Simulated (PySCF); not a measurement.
A structure optimised at PBE-D3(BJ)/def2-SVP, used in a PySCF frequency run:

```xyz
4

Bi    -0.2743    -0.3197     0.0000
F      1.4307    -1.4621     0.0000
Cl     0.2909     1.1675    -1.9012
Cl     0.2909     1.1675     1.9012
```

Write its SMILES, formula and point group.

[F][Bi]([Cl])[Cl], BiCl₂F, Cs

What are its rotational constants (standard atomic weights)?

2.3134, 1.5966, 1.2193 GHz
